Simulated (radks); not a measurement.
O IV, 5 electrons, occupied as [He] 2p1 3d2 (not the ground configuration). Calculated with a radial shooting solver on a logarithmic mesh with Libxc functionals: non-relativistic Kohn-Sham, B86b exchange with PBE correlation, spin-unpolarised, spherical densities, point nucleus.

Unscreened Slater integrals over Kohn-Sham orbitals (hartree).

\begin{tabular}{lr}
integral & value \\ \hline
F0(3d,3d) & 0.41232 \\
F2(3d,3d) & 0.21213 \\
F4(3d,3d) & 0.13699 \\
F0(3d,2p) & 0.52668 \\
F2(3d,2p) & 0.14780 \\
G1(3d,2p) & 0.13159 \\
G3(3d,2p) & 0.075640 \\
F0(3d,1s) & 0.54148 \\
G2(3d,1s) & 0.0014573 \\
F0(2p,2p) & 1.0930 \\
F2(2p,2p) & 0.51721 \\
F0(2p,1s) & 1.5012 \\
G1(2p,1s) & 0.22783 \\
F0(1s,1s) & 4.7502 \\
\end{tabular}

Derived for the open shells (J is the average intra-shell exchange parameter used in DFT+U). 2p: J = F2/5 = 0.1034 hartree. 3d: Racah B = F2/49 - 5 F4/441 = 0.002776 hartree, C = 35 F4/441 = 0.01087 hartree, C/B = 3.92, F4/F2 = 0.646, J = (F2 + F4)/14 = 0.02494 hartree.
